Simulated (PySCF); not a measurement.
Computed structure and properties of [YbOF]−

System: [YbOF]− (singlet); start: template (Cs). Method: PySCF 2.14.0, RKS PBE0, Yb def2-SVP with ECP28, O def2-SVP, F def2-SVP; non-relativistic Hamiltonian with scalar-relativistic core potentials where named; density fitting; no spin-orbit coupling.

Input of the relaxation:

```python
mol = gto.M(atom='''
Yb     0.04888     0.00000    -0.14024
O      1.77638     0.00000     0.63286
F     -1.94302     0.00000     0.75116''',
    basis={'Yb': 'def2-SVP', 'O': 'def2-SVP', 'F': 'def2-SVP'},
    ecp={'Yb': 'def2-SVP'},
    charge=-1, spin=0)
mf = dft.RKS(mol, xc='PBE0')
mf.grids.atom_grid = (50, 194)  # f atoms: unpruned, at least (60, 302)
mf = mf.density_fit()  # fitting sets: Yb def2-universal-JKFIT, O def2-universal-JKFIT, F def2-universal-JKFIT
mf.conv_tol = 1e-08; mf.max_cycle = 55
mf.kernel(dm0)  # dm0: converged density of the start geometry
# quasi-Newton relaxation in Cartesian coordinates to a largest gradient under 0.00045 Eh/bohr, steps kept in the point group
```

Run from Python with OMP_NUM_THREADS=2; the lines above give its settings. Where DIIS fails, smearing, a level shift and second-order steps follow.
It took 38 s on 2 threads of Arm Neoverse V2, on a shared host, from the converged density of the start.

Course of the relaxation:

| step | energy above end (eV) | largest force component within the symmetry (eV/Å) |
| --- | --- | --- |
| 0 | 0.1835 | 1.410 |
| 1 | 0.1034 | 0.663 |
| 2 | 0.0272 | 0.756 |
| 3 | 0.0141 | 0.531 |
| 4 | 0.0004 | 0.086 |
| 5 | 0.0000 | 0.027 |
| 6 | 0.0000 | 0.007 |

Relaxed geometry (Cs):

```xyz
3

Yb    0.0078    0.0000   -0.3291
O     1.5765    0.0000    0.7474
F    -1.7021    0.0000    0.8255
```

```json
{"contact": "Yb1–O2 (O)", "Å": "1.903"}
{"contact": "Yb1–F3 (F)", "Å": "2.063"}
```

On the finer grid (75, 302):

```
HOMO                                                          : 0.41 eV
LUMO                                                          : 2.27 eV
Dipole about the centre of mass                               : 4.91 D
Set of Mulliken populations of Yb1 outside the core potential : s 4.53, p 12.58, d 10.90, f 13.72
D3(BJ) dispersion energy (not in the energies)                : -0.027 eV
```

```json
{"atom": "Yb1", "Mulliken (e)": "0.25", "Löwdin (e)": "-0.24", "spin (e)": "0.00"}
{"atom": "O2", "Mulliken (e)": "-0.68", "Löwdin (e)": "-0.40", "spin (e)": "0.00"}
{"atom": "F3", "Mulliken (e)": "-0.57", "Löwdin (e)": "-0.36", "spin (e)": "0.00"}
```

The gap is small, and the closed shell wasn't tested for a lower spin-broken solution. The highest filled level lies above zero, as often for anions with such functionals and bases; it isn't the detachment energy.

On the grid (50, 194), as all that follows. Harmonic modes: a minimum; lowest 164 cm⁻¹ (negative: unstable), highest 647 cm⁻¹, zero-point energy 0.079 eV.

Rigid scan of O along the line from its metal:

```csv
distance to O2 (Å),energy (eV)
1.60,1.693
1.70,0.632
1.80,0.133
1.90,0.000
2.00,0.094
2.10,0.319
2.20,0.613
2.35,1.098
```

Taking off one F (charge -1, singlet; the rest: singlet) in vacuum, both parts rigid, costs 4.70 eV; the small basis without counterpoise inflates it.

Rigid scan of F along the line from its metal:

| distance to F3 (Å) | energy (eV) |
| --- | --- |
| 1.76 | 1.033 |
| 1.86 | 0.381 |
| 1.96 | 0.079 |
| 2.06 | 0.000 |
| 2.16 | 0.058 |
| 2.26 | 0.195 |
| 2.46 | 0.585 |
| 2.76 | 1.240 |
| 3.16 | 2.012 |
| 3.66 | 2.731 |

One start shape was tried, so this needn't be the lowest isomer.
